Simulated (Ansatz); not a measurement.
Relaxation of C3H6BN (11 atoms, charge 0, multiplicity 1), to a largest force component of 0.015 eV/Å in at most 40 steps.

Method: RKS B3LYP-D4/6-31G* in Ansatz 0.2.0.

```xyz
11
Properties=species:S:1:pos:R:3
B -1.384 0.650 0.944
C -0.249 -0.323 1.254
N 0.946 0.057 0.542
C 1.188 -0.087 -0.705
C 1.252 -0.261 -2.005
H -2.490 0.558 1.436
H -1.244 1.598 0.188
H -0.507 -1.338 0.973
H -0.052 -0.273 2.390
H 0.389 -0.181 -2.611
H 2.216 -0.456 -2.385
```

Task: Where does it end, and by what steps?

Result: The run converged. After 23 steps the energy has fallen by 1.103 eV; H7 moved furthest, 0.75 Å.

```json
{"step": "0", "energy less start (eV)": "0.0000", "largest force component (eV/Å)": "5.205", "accepted": "yes"}
{"step": "1", "energy less start (eV)": "-0.6640", "largest force component (eV/Å)": "1.078", "accepted": "yes"}
{"step": "2", "energy less start (eV)": "-0.8646", "largest force component (eV/Å)": "0.869", "accepted": "yes"}
{"step": "3", "energy less start (eV)": "-0.9849", "largest force component (eV/Å)": "0.495", "accepted": "yes"}
{"step": "4", "energy less start (eV)": "-1.0365", "largest force component (eV/Å)": "0.691", "accepted": "yes"}
{"step": "5", "energy less start (eV)": "-1.0769", "largest force component (eV/Å)": "0.493", "accepted": "yes"}
{"step": "6", "energy less start (eV)": "-1.0774", "largest force component (eV/Å)": "0.388", "accepted": "yes"}
{"step": "7", "energy less start (eV)": "-1.0695", "largest force component (eV/Å)": "0.418", "accepted": "no"}
{"step": "8", "energy less start (eV)": "-1.0922", "largest force component (eV/Å)": "0.407", "accepted": "yes"}
{"step": "9", "energy less start (eV)": "-1.0942", "largest force component (eV/Å)": "0.397", "accepted": "yes"}
{"step": "10", "energy less start (eV)": "-1.1004", "largest force component (eV/Å)": "0.079", "accepted": "yes"}
{"step": "11", "energy less start (eV)": "-1.1009", "largest force component (eV/Å)": "0.030", "accepted": "yes"}
{"step": "12", "energy less start (eV)": "-1.1012", "largest force component (eV/Å)": "0.044", "accepted": "yes"}
{"step": "13", "energy less start (eV)": "-1.1014", "largest force component (eV/Å)": "0.040", "accepted": "yes"}
{"step": "14", "energy less start (eV)": "-1.1018", "largest force component (eV/Å)": "0.056", "accepted": "yes"}
{"step": "15", "energy less start (eV)": "-1.1020", "largest force component (eV/Å)": "0.048", "accepted": "yes"}
{"step": "16", "energy less start (eV)": "-1.1022", "largest force component (eV/Å)": "0.049", "accepted": "yes"}
{"step": "17", "energy less start (eV)": "-1.1024", "largest force component (eV/Å)": "0.044", "accepted": "yes"}
{"step": "18", "energy less start (eV)": "-1.1026", "largest force component (eV/Å)": "0.031", "accepted": "yes"}
{"step": "19", "energy less start (eV)": "-1.1028", "largest force component (eV/Å)": "0.027", "accepted": "yes"}
{"step": "20", "energy less start (eV)": "-1.1029", "largest force component (eV/Å)": "0.031", "accepted": "yes"}
{"step": "21", "energy less start (eV)": "-1.1029", "largest force component (eV/Å)": "0.028", "accepted": "yes"}
{"step": "22", "energy less start (eV)": "-1.1030", "largest force component (eV/Å)": "0.022", "accepted": "yes"}
{"step": "23", "energy less start (eV)": "-1.1030", "largest force component (eV/Å)": "0.014", "accepted": "yes"}
```

```xyz
11
Properties=species:S:1:pos:R:3
B -1.585 0.703 1.233
C -0.302 -0.174 1.063
N 0.763 0.422 0.253
C 1.079 -0.006 -0.849
C 1.478 -0.403 -2.038
H -2.489 0.247 1.872
H -1.679 1.798 0.766
H -0.584 -1.183 0.715
H 0.090 -0.325 2.083
H 1.010 -0.014 -2.936
H 2.283 -1.122 -2.141
```

Time of the run: 51 s on 1 thread of Intel(R) Xeon(R) 6975P-C (Granite Rapids), with other jobs on the host, peak memory 0.19 GiB.
